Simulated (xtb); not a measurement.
InH, SMILES [InH] (connectivity only; charge and spin as stated), neutral, multiplicity 1. All values are semi-empirical tight-binding results from xtb (GFN2-xTB unless named), good for trends rather than for accurate numbers. Geometry: GFN2-xTB.

For metal compounds this method's bond lengths and energies can be far off.

Q: Estimate the properties. (The exact figures need the calculation; the answer reports its results.)

A: 
| Property | Result |
|---|---|
| point group as xtb finds it | C∞v |
| orbital gap | 3.88 eV |
